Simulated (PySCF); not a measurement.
6H-1,3-oxazine (C₄H₅NO), SMILES C1OC=NC=C1. Atoms are numbered in the order given.

```xyz
11

C     -1.0378     0.9003     0.0000
C     -1.3377    -0.4059     0.0000
N     -0.3593    -1.4174     0.0000
C      0.8516    -1.0240     0.0000
O      1.3159     0.2367     0.0000
C      0.3955     1.3495     0.0000
H     -1.8149     1.6687     0.0000
H     -2.3733    -0.7564     0.0000
H      1.6850    -1.7374     0.0000
H      0.6309     1.9673    -0.8870
H      0.6309     1.9673     0.8870
```
Charge 0, spin multiplicity 1.

Geometry optimised at B3LYP-D3(BJ)/def2-SVP. A frequency run showed that this geometry is not a minimum. Other conformers were not sampled.

Two levels are set side by side: PBE/pcSseg-1 (PySCF) and KT2/pcSseg-1 (PySCF). GIAO shifts against H2O (¹⁷O), NH3 (¹⁵N), TMS (¹H), TMS (¹³C) at the same level; non-relativistic, no solvent, atoms listed together averaged. Differences are taken from unrounded values.

```json
[
 {"quantity": "δ(¹³C) of C1 (ppm)", "KT2": "108.7"},
 {"quantity": "δ(¹³C) of C2 (ppm)", "KT2": "133.8"},
 {"quantity": "δ(¹⁵N) of N3 (ppm)", "KT2": "235.1"},
 {"quantity": "δ(¹³C) of C4 (ppm)", "KT2": "148.5"},
 {"quantity": "δ(¹⁷O) of O5 (ppm)", "KT2": "146.0"},
 {"quantity": "δ(¹³C) of C6 (ppm)", "KT2": "72.4"},
 {"quantity": "δ(¹H) of H7 (ppm)", "KT2": "4.96"},
 {"quantity": "δ(¹H) of H8 (ppm)", "KT2": "6.36"},
 {"quantity": "δ(¹H) of H9 (ppm)", "KT2": "6.68"},
 {"quantity": "δ(¹H) of H10, H11 (ppm)", "KT2": "5.54"}
]
```

Question: What does PBE give, and how far is it from KT2? (The exact figures need the calculation; the answer reports its results.)

Answer: 
| quantity | PBE | PBE minus KT2 |
|---|---|---|
| δ(¹³C) of C1 (ppm) | 115.2 | 6.5 |
| δ(¹³C) of C2 (ppm) | 141.1 | 7.3 |
| δ(¹⁵N) of N3 (ppm) | 250.2 | 15.1 |
| δ(¹³C) of C4 (ppm) | 154.9 | 6.3 |
| δ(¹⁷O) of O5 (ppm) | 158.1 | 12.1 |
| δ(¹³C) of C6 (ppm) | 74.0 | 1.6 |
| δ(¹H) of H7 (ppm) | 5.07 | 0.11 |
| δ(¹H) of H8 (ppm) | 6.50 | 0.15 |
| δ(¹H) of H9 (ppm) | 6.74 | 0.05 |
| δ(¹H) of H10, H11 (ppm) | 5.56 | 0.02 |

Rough cost on one machine, each run with all the roots and properties that it gave: KT2 against PBE within a factor of 2.
